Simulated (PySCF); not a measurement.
Al(OH)3 cation (AlH3O3), SMILES [OH][Al]([OH])[OH] (connectivity only; charge and spin as stated), charge +1, multiplicity 2.

Geometry: PBE0-D3(BJ)/def2-SVP. The spin state was assumed, not searched. The isomer is the one that the SMILES or the coordinates give; other isomers of the formula were not compared. Other conformers were not sampled.

The numbers are results of C-PCM-B3LYP/def2-SVP (PySCF 2.14.0), not measurements.

The values are the electrostatic part of the solvation free energy, E(continuum) − E(gas) at the gas-phase geometry, in a cavity of scaled van der Waals radii (PySCF's table); cavitation and dispersion terms are not included. A continuum can't describe solvent molecules that bind to the metal.

```csv
solvent,ε,ΔG(elec) (kcal/mol)
water,78.36,-61.8
cyclohexanone,15.62,-58.6
2-propanol,19.26,-59.3
```
